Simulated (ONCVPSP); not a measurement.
Which change was made? (Te, ONCV)

```
Element                 : tellurium (Te)
Generator               : ONCVPSP 4.0.1
Type                    : optimised norm-conserving Vanderbilt (ONCV)
Functional              : PBE
Relativity              : fully relativistic
Frozen core             : [Ar] 3d10
Valence charge          : 24
Reference configuration : 4s2 4p6 4d10 5s2 5p4
Partial waves           : 4s+5s: rc 1.50 bohr, ncon 4, nbas 8, qcut 8.4 1/bohr, 2 projectors; 4p+5p: rc 1.20 bohr, ncon 4, nbas 7, qcut 10.9 1/bohr, 2 projectors; 4d: rc 1.00 bohr, ncon 4, nbas 8, qcut 9.8 1/bohr, 2 projectors, debl 2.5 Ha
Local potential         : polynomial inside 0.65 bohr (lpopt 5, dvloc0 0 Ha)
Core correction         : none
```

Open shells are filled in proportion to 2j + 1.

Cutoffs, loose and tight: the cutoffs (Ha) at which the residual kinetic energy of the hardest occupied pseudo-wave falls to 1 and 0.1 mHa per electron. They do not see the model core or the augmentation charge, which bear on the density cutoff. Test errors are all-electron minus pseudo excitation energies from the reference, over the configurations 4s2 4p6 4d10 5s2 5p3; 4s2 4p6 4d10 5s2 5p2; 4s2 4p6 4d10 5s2 5p1; 4s2 4p6 4d9 5s2 5p5; variants that change the core or the reference have their own tests.

The base gives: outcome: generated; cutoff, loose: 51 Ha; cutoff, tight: 194 Ha; bound ghosts: s; GHOST(+) flags above zero: p3/2; largest test error (meV): +10.

After one change the result is: outcome: failed: ERROR pspot: first pseudo wave function has node, program will stop. Which change was it?
A. core [Kr], valence charge 16; reference 4d10 5s1 5p5; waves now 5s: rc 1.65 bohr, ncon 4, nbas 7, qcut 4.8 1/bohr, 2 projectors, debl 2.9 Ha; 5p: rc 2.25 bohr, ncon 3, nbas 7, qcut 3 1/bohr, 1 projector; 4d: rc 1.50 bohr, ncon 5, nbas 9, qcut 11.9 1/bohr, 3 projectors, debl 1.3 Ha; local potential polynomial inside 0.95 bohr (lpopt 5, dvloc0 6 Ha)
B. all radii scaled by about 0.85 (s 1.28, p 1.02, d 0.84 bohr); local potential polynomial inside 0.56 bohr (lpopt 5, dvloc0 0 Ha)
C. reference 4s2 4p6 4d10 5s2 5p3

A. The others give: all radii scaled by about 0.85 (s 1.28, p 1.02, d 0.84 bohr); local potential polynomial inside 0.56 bohr (lpopt 5, dvloc0 0 Ha) → outcome: generated; cutoff, loose: 71 Ha; cutoff, tight: 303 Ha; bound ghosts: s; GHOST(+) flags above zero: p3/2, p1/2; largest test error (meV): +10 | reference 4s2 4p6 4d10 5s2 5p3 → outcome: generated; cutoff, loose: 51 Ha; cutoff, tight: 194 Ha; bound ghosts: s; GHOST(+) flags above zero: p3/2; largest test error (meV): +1.9.
